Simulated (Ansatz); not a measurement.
The cluster VO2. The state is a doublet with charge 0. Geometry PBE-D4/def2-TZVP, that of the charge +1 singlet; atoms count from 1.

Cartesian coordinates in Å:
```
V 0.437 0.515 0.804
O 0.236 -0.801 -0.301
O -0.673 0.286 -0.503
```

The structure holds one bond between oxygen atoms, so isomers without such links may lie far lower. The charge 0 doublet is spin-contaminated (final ⟨S²⟩ up to 1.71, 0.75 for a pure state). The structure comes from a short search, and lower isomers may exist.

Q: Estimate the Mulliken populations from the PBE0/def2-TZVP orbitals of Ansatz.

A: 
| atom | charge (e) | spin (α − β) | d electrons |
| --- | --- | --- | --- |
| V1 | 0.74 | 1.07 | 3.46 |
| O2 | -0.37 | -0.04 | – |
| O3 | -0.37 | -0.04 | – |
Mulliken values and Mayer orders depend strongly on the basis.

Q: Where does the spin sit?

A: Summed by element: V 1.07, O -0.07, of 1 unpaired in all. Largest on single atoms: V1 1.07, O3 -0.04, O2 -0.04.

Q: And the Mayer bond orders between bonded heavy atoms (over 0.3)?

A: V1–O2 1.10 (1.73 Å); V1–O3 1.10 (1.73 Å); O2–O3 0.89 (1.43 Å).
